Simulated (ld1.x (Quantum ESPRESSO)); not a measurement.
# Ranking TM semilocal potentials for indium

All share these settings but for the change named:

ld1.x (Quantum ESPRESSO) 7.5 input, shortened:

```
&input
   title='In', zed=49., rel=1, dft='PBE', iswitch=3,
   config='[Kr] 4d10 4f-2 5s1 5p2'
 /
 &inputp
   pseudotype=1, tm=.true., lloc=0,
   nlcc=.false.
 /
4
5P  2  1   2.00   0.00  1.90  1.90  0.0
4D  3  2  10.00   0.00  1.35  1.35  0.0
4F  4  3  -2.00   0.20  1.70  1.70  0.0
5S  1  0   1.00   0.00  1.55  1.55  0.0
 &test
   configts(1)='4d10 5s1 5p2'
 /
```

Test errors are all-electron minus pseudo excitation energies from the reference, over 4d10 5s2 5p1; 4d10 5s2 5p0; 4d10 5s1 5p0; 4d9 5s2 5p1; 4d10 5s2 5p1.3; 4d9 5s0 5p0; 4d10 5s2 5p0.5. None of these files shows a bound ghost.

The base gives 96.9 meV.

Of 7 variants that were run, those that failed, showed a ghost or another fault, or gave nearly equal values are left out.

(1) Rank these variants by their largest absolute test error, smallest first.
A. wave 5p (bound): rc 1.90 bohr becomes 5p (bound): rc 2.60 bohr
B. wave 5p (bound): rc 1.90 bohr becomes 5p (bound): rc 1.56 bohr
C. wave 5p (bound): rc 1.90 bohr becomes 5p (bound): rc 2.84 bohr
D. wave 5p (bound): rc 1.90 bohr becomes 5p (bound): rc 1.80 bohr

Answers

(1) D (76.5 meV), C (133.8 meV), A (151.2 meV), B (849.6 meV).
